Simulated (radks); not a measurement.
The promethium ion Pm+, 60 electrons, occupied as [Xe] 4f6 (not the ground configuration). Calculated with a radial shooting solver on a logarithmic mesh with Libxc functionals: non-relativistic Kohn-Sham, PBE, spin-polarised, spherical densities, point nucleus; open shells are filled with parallel spins first (spin-orbit coupling, left out, can overturn this in heavy ions); relativity is left out, which matters for an element this heavy.

Normalised radial functions P(r) = r R(r), r in bohr:

r         5s down    5p up
0.002196   0.0499   0.0019
0.002929   0.0636   0.0032
0.003875   0.0791   0.0055
0.005127   0.0963   0.0093
0.006838   0.1142   0.0157
0.009048   0.1289   0.0256
0.01197    0.1362   0.0409
0.01584    0.1291   0.0634
0.02113    0.0980   0.0953
0.02795    0.0379   0.1336
0.03699   -0.0508   0.1723
0.04894   -0.1502   0.1964
0.06527   -0.2193   0.1798
0.08636   -0.1951   0.0971
0.1143    -0.0447  -0.0534
0.1512     0.1826  -0.2190
0.2017     0.3263  -0.2851
0.2668     0.1970  -0.1404
0.353     -0.1759   0.1729
0.4708    -0.4761   0.4217
0.623     -0.3267   0.3228
0.8243     0.2255  -0.1180
1.091      0.7642  -0.6137
1.455      0.9309  -0.8594
1.925      0.7096  -0.7585
2.547      0.3669  -0.4754
3.37       0.1271  -0.2129
4.494      0.0261  -0.0627
5.946      0.0030  -0.0117

5s down: eigenvalue -36.204 eV, 4 radial nodes at r = 0.0318, 0.121, 0.313, 0.744 bohr, <r> = 1.58 bohr, 90 % of the charge inside 2.29 bohr. 5p up: eigenvalue -23.900 eV, 3 radial nodes at r = 0.105, 0.305, 0.773 bohr, <r> = 1.78 bohr, 90 % of the charge inside 2.62 bohr.
